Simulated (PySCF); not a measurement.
Si(Br)(Me)(OH)2 (CH₅BrO₂Si), SMILES C[Si](O)(O)Br. Atoms are numbered in the order given.

```xyz
10

C      2.1986    -0.0230    -0.5484
Si     0.3768     0.2496    -0.7247
O     -0.3233    -0.6311    -1.9439
O      0.1414     1.8598    -1.0011
Br    -0.6601    -0.3922     1.1841
H      2.6059     0.6138     0.2513
H      2.7076     0.2306    -1.4920
H      2.4134    -1.0739    -0.3035
H     -0.8802    -1.3739    -1.6838
H     -0.7555     2.1423    -1.2182
```

Geometry optimised at B3LYP-D3(BJ)/def2-SVP. Other conformers were not sampled.

Level of theory: PBE/def2-TZVP in PySCF.

ESP charges are fitted to the potential on shells at 1.4 to 2.0 van der Waals radii. Atomic charges (e):

```json
[
 {"atom": "C1", "Löwdin": "-0.43", "ESP fit": "-0.60", "meta-Löwdin": "-0.63", "Mulliken": "-0.45"},
 {"atom": "Si2", "Löwdin": "-0.32", "ESP fit": "0.64", "meta-Löwdin": "1.24", "Mulliken": "0.58"},
 {"atom": "O3", "Löwdin": "-0.09", "ESP fit": "-0.56", "meta-Löwdin": "-0.73", "Mulliken": "-0.46"},
 {"atom": "O4", "Löwdin": "-0.07", "ESP fit": "-0.55", "meta-Löwdin": "-0.72", "Mulliken": "-0.47"},
 {"atom": "Br5", "Löwdin": "0.13", "ESP fit": "-0.23", "meta-Löwdin": "-0.32", "Mulliken": "-0.26"},
 {"atom": "H6", "Löwdin": "0.14", "ESP fit": "0.18", "meta-Löwdin": "0.15", "Mulliken": "0.15"},
 {"atom": "H7", "Löwdin": "0.14", "ESP fit": "0.21", "meta-Löwdin": "0.15", "Mulliken": "0.14"},
 {"atom": "H8", "Löwdin": "0.14", "ESP fit": "0.16", "meta-Löwdin": "0.15", "Mulliken": "0.14"},
 {"atom": "H9", "Löwdin": "0.18", "ESP fit": "0.37", "meta-Löwdin": "0.36", "Mulliken": "0.32"},
 {"atom": "H10", "Löwdin": "0.18", "ESP fit": "0.39", "meta-Löwdin": "0.36", "Mulliken": "0.32"}
]
```

Computed Mayer and Wiberg (Löwdin basis) orders of the bonds:
| bond | Mayer | Wiberg |
|---|---|---|
| C1–Si2 | 1.01 | 1.21 |
| Si2–O3 | 1.27 | 1.67 |
| Si2–O4 | 1.29 | 1.70 |
| Si2–Br5 | 1.07 | 1.63 |
| C1–H6 | 0.94 | 0.89 |
| C1–H7 | 0.93 | 0.89 |
| C1–H8 | 0.94 | 0.89 |
| O3–H9 | 0.87 | 1.01 |
| O4–H10 | 0.88 | 1.01 |
